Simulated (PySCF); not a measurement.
# Polarisability and C₆ of Xe (xenon, neutral)

[Xe], closed-shell 1S. Calculation: PySCF 2.14, in aug-cc-pwCVDZ-PP with ECP28MDF (6s5p4d1f, 48 functions); scalar relativity through the core potential. Coupled (time-dependent) response in atomic units; α is the mean over directions. A double-zeta set is small for polarisabilities.

| method | mean α (bohr³) | C₆ (like pair) | S(−4) |
| --- | --- | --- | --- |
| UHF | 25.26 | 268.8 | 96.79 |
| PBE | 27.05 | 291.2 | 121.8 |
| PBE0 | 26.31 | 281.9 | 110.5 |
| wB97X | 26.27 | 281.1 | 109.6 |
| B3LYP | 26.40 | 281.9 | 114.5 |

S(−4) is the Cauchy moment in α(ω) = α(0) + S(−4) ω² + …

Reference α: 27.32 ± 0.2 bohr³ (recommended; Schwerdtfeger and Nagle, table of static dipole polarizabilities (2023 update)). Published C₆: 302.0 (Gould and Bucko (2016)).

α(iu) at PBE:

```json
{"u (hartree)": "0", "α(iu) (bohr³)": "27.05"}
{"u (hartree)": "0.0500", "α(iu) (bohr³)": "26.75"}
{"u (hartree)": "0.100", "α(iu) (bohr³)": "25.90"}
{"u (hartree)": "0.200", "α(iu) (bohr³)": "23.14"}
{"u (hartree)": "0.300", "α(iu) (bohr³)": "19.87"}
{"u (hartree)": "0.500", "α(iu) (bohr³)": "14.06"}
{"u (hartree)": "0.750", "α(iu) (bohr³)": "9.237"}
{"u (hartree)": "1.00", "α(iu) (bohr³)": "6.395"}
{"u (hartree)": "1.50", "α(iu) (bohr³)": "3.583"}
{"u (hartree)": "2.00", "α(iu) (bohr³)": "2.339"}
{"u (hartree)": "3.00", "α(iu) (bohr³)": "1.294"}
{"u (hartree)": "5.00", "α(iu) (bohr³)": "0.6203"}
```

A single London oscillator, α(iu) = α/(1 + u²/ω²), gives C₆ = (3/4) ω α². Matching the computed C₆ needs ω = 4 × 291.2 / (3 × 27.05²) = 0.531 hartree.

Energies and moments cover only the electrons outside the core potential.
